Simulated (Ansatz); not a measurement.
Reaction (isomerisation): `CC(Cl)[SiH2]O` → `CCO[SiH2]Cl`

Computed with Ansatz on PBE0-D4/def2-TZVP structures; ΔE is electronic, products minus reactants. CBS: MP2 limit from def2 TZ/QZ plus the TZ coupled-cluster correction, frozen cores. DFT in def2-TZVPP. B3LYP here is the variant with VWN-RPA as its local correlation; programs differ in this. Each species was taken in one conformer, which may not be the lowest.

```tsv
level	ΔE (kJ/mol)	difference from CCSD(T)/CBS
PBE0-D4	-88.2	-0.7
r2SCANh-D4	-91.9	-4.4
r2SCAN0-D4	-93.0	-5.5
BHLYP-D4	-98.8	-11.3
CAM-B3LYP-D4	-96.6	-9.1
ωB97X-V	-93.1	-5.6
B2PLYP	-94.7	-7.2
PBE-QIDH	-91.0	-3.5
B3LYP	-97.6	-10.1
r2SCANh	-92.4	-4.9
HF/def2-SVP	-122.3	-34.8
CCSD(T)/def2-SVP	-102.3	-14.8
HF/def2-TZVPP	-113.4	-25.9
MP2/def2-QZVPP	-86.8	0.7
SCS-MP2/def2-QZVPP	-91.2	-3.7
HF/CBS(def2)	-114.3	-26.8
CCSD(T)/CBS	-87.5	0
```

Task: What do rigid-rotor, harmonic-oscillator terms from PBE0-D4/def2-TZVP frequencies (298.15 K, 1 bar) make of the CCSD(T)/CBS value? (Estimate.)

Result: Computed: ΔZPE = +5.3 kJ/mol, ΔH = -82.6 kJ/mol, ΔS = 9 J/(mol·K), ΔG = -85.3 kJ/mol. Modes under 50 cm⁻¹ make the entropy rough.

Largest T1 diagnostic among the species: 0.010.

From PBE to PBE0 (25 % exact exchange), in def2-TZVPP and without D4, ΔE moves by −3.9 kJ/mol. The D4 term adds +4.9 kJ/mol with B3LYP and +2.4 kJ/mol with PBE0; it sums over pairs of atoms, weighted by their polarisabilities, and B3LYP, whose exchange is more repulsive, gets the larger term. Leaving LDA and LC-ωPBE aside and taking each functional with its dispersion term where it has one, the values, not all of them listed here, spread over 16.8 kJ/mol, from BHLYP-D4 to revPBE-D4. LDA lies +4.0 kJ/mol from PBE without D4.

CCSD(T)/CBS has its own doubt, a few kJ/mol and more with outer-core shells, so smaller differences from it don't rank the levels.
